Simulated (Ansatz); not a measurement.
The first iterations of a band of a periodic cell of 15 atoms, MoW14 (host W, host structure bcc, dopant Mo, one W atom removed).

Theory: Ansatz 0.2.0, DFT PBE, scalar-relativistic, plane waves, PAW. Settings: PAW set soft_1, cutoff 420 eV, k mesh 3x3x3, gaussian smearing 0.1 eV, no spin polarisation.

```
movable images  : 5
climbing image  : yes
spring          : 5.0 eV/Å²
optimiser       : quadratic models (default)
start path      : IDPP
force threshold : 0.05 eV/Å
iteration limit : 63
end points      : relaxed
```

First end point:

```xyz
15
Lattice="6.3200 0.0000 0.0000 0.0000 6.3200 0.0000 0.0000 0.0000 6.3200" Properties=species:S:1:pos:R:3
W 0.002 -0.012 0.000
W 3.158 -0.012 0.003
W 0.002 3.144 0.003
W 0.004 -0.010 3.157
Mo 1.596 1.582 1.565
W 3.160 -0.012 3.159
W 4.727 1.579 1.567
W 0.002 3.146 3.159
W 1.594 4.713 1.566
W 1.594 1.580 4.753
W 3.158 3.143 3.158
W 4.723 4.708 1.564
W 4.722 1.584 4.759
W 1.598 4.708 4.759
W 4.728 4.713 4.753
```

Last end point:

Only the atoms that move by more than 0.05 Å are listed.
```
Mo5 3.145 3.145 0.015
```

| iteration | highest image above the first end (eV) | largest band force component (eV/Å) |
| --- | --- | --- |
| 1 | 1.644 | 2.508 |
| 2 | 1.713 | 1.894 |

Q: Does the band converge within its limit, and where does its top end?

A: The forces met the threshold. It ended after 6 iterations with the highest image 1.336 eV above the first end. By the program's own check the climbing image is a first-order saddle point (lowest curvatures found: -4.14 and 7.84 eV/Å²). Limits of this set-up: coarse k mesh, a small cell, in which the defect meets its images, a typed lattice constant that wasn't relaxed here.

Run time: 18 min on 4 threads of Arm Neoverse V1, with other jobs on the host, peak memory 2.9 GiB.
